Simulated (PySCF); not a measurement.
## Radial density of S⁺ (sulfur, charge +1)

UHF, [Ne] 3s2 3p3, high-spin 4S determinant. Computed with PySCF 2.14 in jorge-DZP-DKH, with scalar relativity by spin-free X2C-1e.

| r (bohr) | 4πr²ρ (e/bohr) | 4πr²(ρα − ρβ) |
| --- | --- | --- |
| 0.00152 | 0.08938 | 0.0000 |
| 0.00256 | 0.2387 | 0.0000 |
| 0.00431 | 0.6089 | 0.0000 |
| 0.00725 | 1.514 | 0.0001 |
| 0.0122 | 3.560 | 0.0003 |
| 0.0205 | 7.580 | 0.0010 |
| 0.0345 | 13.56 | 0.0046 |
| 0.0581 | 18.19 | 0.0215 |
| 0.0977 | 16.04 | 0.0898 |
| 0.164 | 11.97 | 0.2622 |
| 0.276 | 16.54 | 0.3875 |
| 0.465 | 14.55 | 0.0895 |
| 0.782 | 4.157 | 0.2742 |
| 1.31 | 3.216 | 1.6891 |
| 2.21 | 1.879 | 1.2064 |
| 3.72 | 0.1658 | 0.1302 |
| 6.26 | 0.001173 | 0.0011 |

Densities and radii are taken from the X2C orbitals without a picture-change correction, which distorts them close to the nucleus.
